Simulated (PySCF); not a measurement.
# Orbital picture of ZnH⁺

RHF at R = 1.530 Å; basis Zn def2-TZVPPD, H def2-TZVPPD; no relativity; PySCF 2.14. State: ¹Σ⁺ (singlet), closed shell. Only the outer orbitals are listed, counted within each symmetry.

```
orbital  occ.  ε (eV)  on Zn (%)           main shells (%)
     6σ     2  -30.70         99                   99 Zn d
     1δ     2  -30.69        100                  100 Zn d
     1δ     2  -30.69        100                  100 Zn d
     3π     2  -30.63        100                  100 Zn d
     3π     2  -30.63        100                  100 Zn d
     7σ     2  -18.72         50           49 H s, 41 Zn s
     8σ     0   -6.93         88  47 Zn s, 41 Zn p, 12 H s
     4π     0   -4.23         99                   99 Zn p
     4π     0   -4.23         99                   99 Zn p
```

Problem. Which are the highest filled and the lowest empty level, where do they sit, and how wide is the gap?

Solution. Highest filled 7σ at -18.72 eV (in %: 49 H s, 41 Zn s); lowest empty 8σ at -6.93 eV (in %: 47 Zn s, 41 Zn p, 12 H s); the gap at RHF is 11.79 eV.

```json
{
  "bond order (Mayer)": "0.99",
  "⟨S²⟩": "0.000",
  "charge on Zn (Mulliken, basis-dependent)": "1.02",
  "charge on Zn (Löwdin, basis-dependent)": "1.20",
  "dipole moment (positive dipole points towards H; it is taken about the centre of mass and depends on that origin)": "-2.54 D",
  "polarisability along the bond": "22.0 bohr³",
  "polarisability across the bond": "14.9 bohr³"
}
```
